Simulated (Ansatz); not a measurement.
`BC[SiH2]CF` → `BC[SiH2]F` + `[CH2]` (triplet) at 400 K and 1 bar (formal loss of a carbene).

Gas-phase electronic energies from Ansatz, PBE0-D4/def2-TZVP geometries. CCSD(T)/CBS adds triple-zeta CCSD(T) − MP2 to the extrapolated MP2 energy (def2 sets, frozen cores). This one scheme is used for every species. Triplets are unrestricted, without spin–orbit coupling. Each species was taken in one conformer, which may not be the lowest.

```json
{"species": "`BC[SiH2]CF`", "CCSD(T)/CBS energy (Eh)": "-494.56245", "H − E (kJ/mol)": "285.2", "S (J/(mol·K))": "401.5"}
{"species": "`BC[SiH2]F`", "CCSD(T)/CBS energy (Eh)": "-455.38132", "H − E (kJ/mol)": "207.2", "S (J/(mol·K))": "354.3"}
{"species": "`[CH2]` (triplet)", "CCSD(T)/CBS energy (Eh)": "-39.09499", "H − E (kJ/mol)": "59.0", "S (J/(mol·K))": "205.7"}
```

H − E and S are ideal-gas, rigid-rotor, harmonic terms from PBE0-D4/def2-TZVP, for one conformer and one mirror image of each species, with the whole ground term of open shells counted as degenerate. 1 Eh = 2625.50 kJ/mol, R = 8.31446 J/(mol·K).

Problem. By hand: ΔE, ΔH, ΔS and ΔG.

Solution. ΔE = (-455.38132) + (-39.09499) − (-494.56245) = 0.08614 Eh = 226.2 kJ/mol. Δ(H − E) = 207.2 + 59.0 − 285.2 = -19.0, so ΔH = 207.2 kJ/mol. ΔS = 354.3 + 205.7 − 401.5 = 158.5 J/(mol·K). ΔG = 207.2 − 400 × (158.5)/1000 = 143.8 kJ/mol.

Problem. By hand: the equilibrium constant, and the temperature at which ΔG would vanish if ΔH and ΔS stayed fixed.

Solution. log₁₀ K = −ΔG/(RT ln 10) = -18.8. ΔG = 0 at ΔH/ΔS = 1307 K.

The number of gas molecules changes by +1, which sets the sign of ΔS. A doubt of 5 kJ/mol in ΔE shifts log₁₀ K by 0.7 here. Other conformers and mirror images would add mixing entropy, several J/(mol·K) or more a flexible species. Modes under 60 cm⁻¹, often nearly free rotors, make the harmonic entropy too high. A triplet takes part, so the spin changes. These are equilibria of isolated gas molecules and say nothing of rates. Largest T1 diagnostic: 0.011 (customary marks: 0.02 for closed shells, 0.045 for open ones).
